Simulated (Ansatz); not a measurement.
Z-matrix (Å, degrees):
```
C
Si 1 1.851
H 1 1.092 2 110.7
H 1 1.092 2 110.7 3 -120.2
H 1 1.093 2 111.0 3 119.6
F 2 1.608 1 107.2 3 -55.9
N 2 1.713 1 110.9 3 -176.7
H 2 1.480 1 113.9 3 60.6
Si 7 1.712 2 129.1 1 -153.3
H 7 1.013 2 115.8 1 30.6
O 9 1.644 7 114.5 2 -112.7
O 9 1.635 7 108.5 2 131.3
H 9 1.481 7 106.0 2 9.5
H 11 0.958 9 117.6 7 60.9
H 12 0.959 9 116.0 7 148.3
```

Charge 0, multiplicity 1.

Q: List the PBE/def2-TZVPP orbital energies in eV (Ansatz 0.2.0). (Best estimate.)

A: The calculation gave: Occupied: -1780.39, -1780.29, -659.39, -510.27, -510.22, -380.12, -268.67, -137.96, -137.90, -94.72, -94.70, -94.69, -94.67, -94.63, -94.59, -29.10, -25.37, -24.74, -21.11, -17.44, -14.19, -13.24, -12.85, -11.96, -10.99, -10.58, -10.22, -9.91, -9.78, -9.67, -9.01, -8.71, -8.46, -7.77, -7.63, -7.33, -6.77. Lowest empty: -0.11, 0.19, 0.32, 0.64, 0.68, 1.53, 1.89, 2.05.
